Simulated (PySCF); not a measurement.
CF₃, SMILES F[C+](F)F, charge +1. Atoms are numbered in the order given.

```xyz
4

C      0.0000     0.0000     0.0000
F      1.2357     0.0000     0.0000
F     -0.6178     1.0701     0.0000
F     -0.6178    -1.0701     0.0000
```
Charge +1, spin multiplicity 1.

The structure is a stationary point at B3LYP-D3(BJ)/def2-TZVP.

Level of theory: TDA-PBE/def2-SVPD (PySCF).

Vertical excitations; the highest root listed may be one member of a degenerate set. The molecule is in vacuum. State labels are in the subgroup C2v.

```
state  symmetry  energy (eV)  λ (nm)      f                      main pairs
-----  --------  -----------  ------  -----  ------------------------------
S1           A2         7.83     158  0.000                 HOMO→LUMO 100 %
S2           B2         9.31     133  0.000    HOMO−3→LUMO (degenerate set)
S3           A2         9.31     133  0.000    HOMO−4→LUMO (degenerate set)
S4           B1        10.90     114  0.157    HOMO−1→LUMO (degenerate set)
S5           A1        10.90     114  0.157    HOMO−2→LUMO (degenerate set)
S6           B1        12.03     103  0.000               HOMO→LUMO+1 100 %
S7           A2        13.19      94  0.000  HOMO−1→LUMO+1 (degenerate set)
S8           B2        13.19      94  0.000  HOMO−2→LUMO+1 (degenerate set)
S9           A2        13.57      91  0.000    HOMO−6→LUMO (degenerate set)
S10          B2        13.57      91  0.000    HOMO−7→LUMO (degenerate set)
T1           A2         7.45     166      0                 HOMO→LUMO 100 %
T2           B1         8.34     149      0    HOMO−1→LUMO (degenerate set)
T3           A1         8.34     149      0    HOMO−2→LUMO (degenerate set)
T4           B2         8.95     139      0               HOMO−3→LUMO 100 %
```
Triplets are in the Tamm–Dancoff approximation.
